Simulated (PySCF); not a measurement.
SMILES FC=C=Cc1ncncn1, C6H4FN3

Cartesian coordinates in Å; atom numbers follow the order of the lines, from 1:
```xyz
14

F     3.753    0.983    0.831
C     3.141    0.332   -0.155
C     2.091   -0.427    0.022
C     1.037   -1.203    0.147
C    -0.352   -0.733    0.035
N    -0.584    0.554   -0.245
C    -1.863    0.887   -0.326
N    -2.894    0.062   -0.156
C    -2.550   -1.192    0.115
N    -1.308   -1.648    0.223
H     3.600    0.490   -1.136
H     1.143   -2.274    0.353
H    -2.093    1.935   -0.553
H    -3.361   -1.916    0.263
```

Level of theory: PySCF, TDDFT CAM-B3LYP/aug-cc-pVDZ excited states, vertical, gas phase. Geometry: PBE0-D3(BJ)/def2-SVP.

(1) Give the one- and two-photon strengths of the lowest singlets.

Answers

(1) δ for parallel linear polarisation; σ at the peak of a Lorentzian of half width 0.1 eV, single beam; Ω is circular over linear.
| state | E (eV) | f | photon λ (nm) | δ (au) | σ (GM) | Ω | main |
| --- | --- | --- | --- | --- | --- | --- | --- |
| S1 | 4.11 | 0.000 | 604 | 0.22 | 0.00 | 1.38 | HOMO→LUMO 0.91 |
| S2 | 4.39 | 0.001 | 565 | 0.43 | 0.00 | 1.29 | HOMO−2→LUMO 0.90 |
| S3 | 4.64 | 0.005 | 534 | 4.17 | 0.03 | 1.50 | HOMO−3→LUMO 0.85 |
| S4 | 4.84 | 0.004 | 513 | 1.59 | 0.01 | 1.50 | HOMO−2→LUMO+1 0.85, HOMO→LUMO+1 0.12 |
| S5 | 4.92 | 0.002 | 504 | 0.72 | 0.01 | 1.50 | HOMO−3→LUMO+1 0.89 |
| S6 | 5.50 | 0.522 | 451 | 118 | 1.31 | 0.83 | HOMO−1→LUMO 0.93 |

Among these, the strongest one-photon state is S6, the strongest two-photon state S6, with a dipole change of 2.2 D (relaxed, norm of the difference vector).
